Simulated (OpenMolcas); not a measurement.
**Cr2+: input and output**

Cr2+ among 6 point charges of -2 e arranged as a tetragonal octahedron (D4h), 1.9 Å from the ion, with the axial distance 2.071 Å. With inversion symmetry the input lists one of each pair of outer charges.

Input:

```
&GATEWAY
Coord
1

Cr 0.0 0.0 0.0
Basis=ANO-RCC-VDZP
Group=XYZ
NoMove
AngMom=0.0 0.0 0.0
AMFI
XField
3 Angstrom 0
1.900000 0.000000 0.000000 -2.000000
0.000000 1.900000 0.000000 -2.000000
0.000000 0.000000 2.071000 -2.000000
&SEWARD
* reference wave functions (RASSCF and RASSI steps not shown): 4 electrons in 5 orbitals (3d)
>>> COPY JOB001 $Project.JobIph
&CASPT2
Multistate=5 1 2 3 4 5
NoMult
Frozen=2 3
IPEA=0.25
Imaginary=0.1
MaxIter=60
WThr=0.0 0.3 0.05
PrWF=0.5
NoMix
>>> COPY JOB002 $Project.JobIph
&CASPT2
Multistate=45 1 2 3 4 5 6 7 8 9 10 11 12 13 14 15 16 17 18 19 20 21 22
23 24 25 26 27 28 29 30 31 32 33 34 35 36 37 38 39 40 41 42 43 44 45
NoMult
Frozen=2 3
IPEA=0.25
Imaginary=0.1
MaxIter=60
WThr=0.0 0.3 0.05
PrWF=0.5
NoMix
>>> COPY JOB003 $Project.JobIph
&CASPT2
Multistate=50 1 2 3 4 5 6 7 8 9 10 11 12 13 14 15 16 17 18 19 20 21 22
23 24 25 26 27 28 29 30 31 32 33 34 35 36 37 38 39 40 41 42 43 44 45 46
47 48 49 50
NoMult
Frozen=2 3
IPEA=0.25
Imaginary=0.1
MaxIter=60
WThr=0.0 0.3 0.05
PrWF=0.5
NoMix
```

Launched by
```bash
OMP_NUM_THREADS=1 MOLCAS_MEM=1689 MOLCAS_PROJECT=a pymolcas a.inp > a.log  # once for each step of the input, in one work folder
```

Output, cut to the results:

```
--- CASPT2 ---
Orbital specifications:
      -----------------------

      Symmetry species                           1   2
                                                ag  au
      Frozen orbitals                            2   3
      Inactive orbitals                          1   3
      Active orbitals                            5   0
      Secondary orbitals                         7  13
      Deleted orbitals                           0   0
      Number of basis functions                 15  19
Type of calculation                        SS-CASPT2
      Fock operator                              state-specific
      IPEA shift                                 0.25
      Real shift                                 0.00
      Imaginary shift                            0.10
      The input orbitals will be transformed to quasi-canonical
Reference energy:       -1055.4138584539
      E2 (Non-variational):      -0.3102083571
      Shift correction:          -0.0002478568
      E2 (Variational):          -0.3104562139
      Total energy:           -1055.7243146677
      Residual norm:              0.0000000454
      Reference weight:           0.94237
      Contributions to the CASPT2 correlation energy
      Active & Virtual Only:         -0.0485681454
      One Inactive Excited:          -0.1436414219
      Two Inactive Excited:          -0.1179987898
Reference energy:       -1055.3915932457
      E2 (Non-variational):      -0.3055505409
      Shift correction:          -0.0001445156
      E2 (Variational):          -0.3056950565
      Total energy:           -1055.6972883022
      Residual norm:              0.0000001097
      Reference weight:           0.94536
      Contributions to the CASPT2 correlation energy
      Active & Virtual Only:         -0.0454004972
      One Inactive Excited:          -0.1427895432
      Two Inactive Excited:          -0.1173605005
::    CASPT2 Root  1     Total energy:  -1055.72431467
::    CASPT2 Root  2     Total energy:  -1055.69728830
::    CASPT2 Root  3     Total energy:  -1055.67732161
::    CASPT2 Root  4     Total energy:  -1055.66502294
::    CASPT2 Root  5     Total energy:  -1055.66502294
--- CASPT2 ---
Orbital specifications:
      -----------------------

      Symmetry species                           1   2
                                                ag  au
      Frozen orbitals                            2   3
      Inactive orbitals                          1   3
      Active orbitals                            5   0
      Secondary orbitals                         7  13
      Deleted orbitals                           0   0
      Number of basis functions                 15  19
Type of calculation                        SS-CASPT2
      Fock operator                              state-specific
      IPEA shift                                 0.25
      Real shift                                 0.00
      Imaginary shift                            0.10
      The input orbitals will be transformed to quasi-canonical
Reference energy:       -1055.3470435061
      E2 (Non-variational):      -0.3137456236
      Shift correction:          -0.0002728397
      E2 (Variational):          -0.3140184633
      Total energy:           -1055.6610619694
      Residual norm:              0.0000003283
      Reference weight:           0.94297
      Contributions to the CASPT2 correlation energy
      Active & Virtual Only:         -0.0517322300
      One Inactive Excited:          -0.1428230315
      Two Inactive Excited:          -0.1191903621
Reference energy:       -1055.3470435055
      E2 (Non-variational):      -0.3137456353
      Shift correction:          -0.0002728398
      E2 (Variational):          -0.3140184750
      Total energy:           -1055.6610619805
      Residual norm:              0.0000003283
      Reference weight:           0.94297
      Contributions to the CASPT2 correlation energy
      Active & Virtual Only:         -0.0517322401
      One Inactive Excited:          -0.1428230330
      Two Inactive Excited:          -0.1191903622
::    CASPT2 Root  1     Total energy:  -1055.66106197
::    CASPT2 Root  2     Total energy:  -1055.66106198
::    CASPT2 Root  3     Total energy:  -1055.65304615
::    CASPT2 Root  4     Total energy:  -1055.64808053
::    CASPT2 Root  5     Total energy:  -1055.64039199
::    CASPT2 Root  6     Total energy:  -1055.63340065
::    CASPT2 Root  7     Total energy:  -1055.62397717
::    CASPT2 Root  8     Total energy:  -1055.62397720
::    CASPT2 Root  9     Total energy:  -1055.62691710
::    CASPT2 Root 10     Total energy:  -1055.62691712
::    CASPT2 Root 11     Total energy:  -1055.62332296
::    CASPT2 Root 12     Total energy:  -1055.63097123
::    CASPT2 Root 13     Total energy:  -1055.61273797
::    CASPT2 Root 14     Total energy:  -1055.60251119
::    CASPT2 Root 15     Total energy:  -1055.60962137
::    CASPT2 Root 16     Total energy:  -1055.60431670
::    CASPT2 Root 17     Total energy:  -1055.60469266
::    CASPT2 Root 18     Total energy:  -1055.60469279
::    CASPT2 Root 19     Total energy:  -1055.60414235
::    CASPT2 Root 20     Total energy:  -1055.60414232
::    CASPT2 Root 21     Total energy:  -1055.59551959
::    CASPT2 Root 22     Total energy:  -1055.58971994
::    CASPT2 Root 23     Total energy:  -1055.58971992
::    CASPT2 Root 24     Total energy:  -1055.58744190
::    CASPT2 Root 25     Total energy:  -1055.58257064
::    CASPT2 Root 26     Total energy:  -1055.58257071
::    CASPT2 Root 27     Total energy:  -1055.57363691
::    CASPT2 Root 28     Total energy:  -1055.58185013
::    CASPT2 Root 29     Total energy:  -1055.57388601
::    CASPT2 Root 30     Total energy:  -1055.56302423
--- CASPT2 ---
Orbital specifications:
      -----------------------

      Symmetry species                           1   2
                                                ag  au
      Frozen orbitals                            2   3
...
```

Spin-orbit levels above the lowest (labels of D4, the rotations of D4h), with the averaged single-state CASPT2 energies on the diagonal:

```csv
E (cm-1),Degeneracy,Label,2S+1,g
0,2,,5,0.00 0.00 7.81
7,2,E,5,0.00 0.00 3.90
10,1,B1,5,
5920,1,A1,5,
5930,2,E,5,0.00 0.00 4.00
5940,2,,5,0.00 0.00 8.01
10310,1,B2,5,
10320,2,E,5,0.00 0.00 4.10
10320,2,,5,0.00 0.00 8.20
12900,2,E,5,0.00 0.00 6.00
12970,1,A2,5,
12970,1,A1,5,
13020,2,E,5,0.00 0.00 1.99
13080,1,B1,5,
13080,1,B2,5,
13140,2,E,5,0.00 0.00 10.00
13790,1,A1,3,
13810,1,A2,3,
13890,2,E,3,0.00 0.00 2.36
13970,1,B2,3,
```

Over all roots computed the reference weight is 0.86 to 0.95; the roots of lowest weight are the least certain, and an intruder state may touch them. Free-ion shares, where given, are those of the reference states; single-state CASPT2 does not remix them. This is an electrostatic model: the charges have no orbitals. No measured value stands beside these numbers.

With an even number of electrons the g values are those of a degenerate or nearly degenerate non-Kramers pair.
